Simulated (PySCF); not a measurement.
## Telling isomers of C₄H₇BF₂O₂ apart by NMR

PySCF 2.14 calculation with B3LYP/pcJ-1 coupling constants (spin–dipole term left out of most H,H and C,H couplings), NMR shieldings at PBE0/pcSseg-1/GIAO and geometry from PBE0-D3(BJ)/def2-SVP; no solvent model, a single conformation, one averaged value for each set of equivalent atoms, relativity neglected.

Referencing at the same level of theory: TMS for ¹H (31.27 ppm), ¹³C (184.41 ppm). Multiplet labels drop J under 1 Hz and among equivalent protons, and merge close values. Unscaled 3J(H,H) run several per cent high. Vicinal couplings that depend on rotamer populations or ring flexing (ring, CH–CH, X–H and H–F types) are those of the one conformer. One-bond C–F couplings are unscaled and too large by tens of Hz. Couplings to H on boron are left out. Carbons bonded to boron are broad in practice. Shifts are as computed. Against solution values, carbons near 30 ppm lie about +2 ppm off and those near 130 ppm about +5 ppm. Of 1313 compounds with measured shifts, 239 miss one by over three times the rms of a fit or turn the order of signals round; such compounds aren't used in these exercises. Across acyclic CH2–CH2 and CH–CH2 bonds, 3J(H,H) assumes equally populated rotamers.

(1) Tabulate the signals of `FC(F)[C@H]1CCOBO1`, `CC(=O)OCCB(F)F` and their relative energies.

(2) What is the quickest way to tell FC(F)[C@H]1CCOBO1 from CC(=O)OCCB(F)F?

Answers

(1) 
| SMILES | carbon types | δC | δH | E rel. (kcal/mol) |
| --- | --- | --- | --- | --- |
| FC(F)[C@H]1CCOBO1 | 2×CH 2×CH2 | 120.3, 71.7, 61.5, 29.0 | 5.36 (td, 1H), 4.18 (br, 1H), 4.05 (m, 1H), 4.03 (m, 1H), 3.81 (m, 1H), 1.76 (m, 1H), 1.50 (m, 1H) | 38.4 |
| CC(=O)OCCB(F)F | 1×C 2×CH2 1×CH3 | 174.6, 60.1, 22.1, 13.9 | 4.03 (t, 2H), 1.98 (s, 3H), 1.48 (tt, 2H) | 0.0 |

Energies are electronic energies at PBE0/pcSseg-1 on these geometries, without zero-point or thermal terms, each for the one conformer computed, which needn't be the lowest.

(2) Both give the same number of carbon signals, but DEPT or the intensities differ. The first has an sp3 CH bonded to 2 F at 120.3 ppm, the second an ester carbonyl carbon (C) at 174.6 ppm. In the proton spectra the most deshielded non-exchanging signals are 5.36 (td, J = 64.0, 7.5 Hz, 1H) and 4.03 (t, J = 8.5 Hz, 2H).
